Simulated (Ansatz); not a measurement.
Breaking the Al1–Br4 bond in AlBrFH (SMILES [F][AlH][Br]) (multiplicity 1 held, fragments rigid). Energies count from the point at 2.246 Å.
Geometry at that point (charge 0, multiplicity 1):
```xyz
4

Al     0.1426    -1.0219     0.6860
H     -0.7458    -2.2864     0.8733
F      1.5677    -0.9021     1.5014
Br    -0.4348     0.6768    -0.6658
```

Signs of static correlation in def2-SVP, with CASSCF(6,4), from Ansatz (an electronic-structure program) runs.

```csv
R (Å),T1 of restricted CCSD,⟨S²⟩ of UHF,largest double amplitude of restricted CCSD,weight of the CASSCF reference in MRCISD,CASSCF natural occupations
1.797,0.011,0.000,0.037,0.907,2.00 1.99 1.99 0.01
2.022,0.012,0.000,0.038,0.906,2.00 2.00 1.99 0.01
2.246,0.012,0.000,0.038,0.906,2.00 2.00 1.99 0.01
2.471,0.013,0.000,0.039,0.906,2.00 2.00 1.98 0.02
2.696,0.014,0.000,0.062,0.906,2.00 2.00 1.97 0.03
3.033,0.016,0.000,0.106,0.906,2.00 2.00 1.94 0.06
3.370,0.021,0.356,0.156,0.906,2.00 2.00 1.88 0.12
3.931,(withheld),0.870,0.278,0.907,2.00 2.00 1.67 0.33
4.493,0.075,0.981,(withheld),0.908,2.00 2.00 1.37 0.63
5.167,0.113,1.007,0.786,0.908,2.00 2.00 1.15 0.85
6.065,0.134,1.011,1.014,0.908,2.00 2.00 1.02 0.98
7.189,0.135,1.011,1.082,0.908,2.00 2.00 1.00 1.00
```

### Question
What belongs in the gaps?

### Answer

- 3.931, T1 of restricted CCSD: 0.041
- 4.493, largest double amplitude of restricted CCSD: 0.489

Doubts at one or more of the structures used: active orbitals that take no part (SC-NEVPT2 on CASSCF(6,4)/def2-SVP); a restricted determinant that unrestricted orbitals would lower (R-CCSD(T)/def2-SVP); other coupled-cluster roots lie near (R-CCSD(T)/def2-SVP); T1 above 0.05 (R-CCSD(T)/def2-SVP, U-CCSD(T)/def2-SVP); a spin-contaminated determinant (U-CCSD(T)/def2-SVP).
